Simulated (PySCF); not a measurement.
Te(Et)(SeH), SMILES [Te](CC)[SeH], B3LYP/def2-SVP optimised geometry.

```
10

Te     1.37    -0.74     0.00
C      1.69    -0.67    -2.18
C      1.15    -1.86    -2.95
H      2.79    -0.58    -2.26
H      1.25     0.28    -2.52
H      0.06    -1.96    -2.81
H      1.62    -2.80    -2.62
H      1.34    -1.74    -4.03
Se    -1.19    -0.74     0.00
H     -1.37     0.74     0.00
```

Density from B3LYP/def2-TZVP, def2 effective core potentials past Kr (PySCF 2.14.0) at that geometry. The core electrons that the potentials of Te replace are not part of the density.

Minimum of the electron density along straight lines between bonded atoms, close to the bond critical point (lines longer than 1.1 times the sum of covalent radii, or with two minima, are not listed):

```tsv
bond	length / Å	ρ at the minimum / e bohr⁻³	∇²ρ there / e bohr⁻⁵	position (fraction from the first atom)
Te1–C2	2.205	?	?	0.52
C2–C3	1.520	0.248	-0.62	0.51
C2–H4	1.103	0.273	-0.92	0.64
C2–H5	1.099	0.277	-0.94	0.65
C3–H6	1.101	0.274	-0.93	0.64
C3–H7	1.101	0.274	-0.93	0.64
C3–H8	1.105	0.270	-0.90	0.64
Te1–Se9	2.561	0.079	?	0.49
Se9–H10	1.481	0.173	-0.31	0.63
```

Q: Some entries are withheld; supply them.

A: 
- Te1–C2, ρ at the minimum / e bohr⁻³: 0.107
- Te1–C2, ∇²ρ there / e bohr⁻⁵: -0.02
- Te1–Se9, ∇²ρ there / e bohr⁻⁵: 0.00
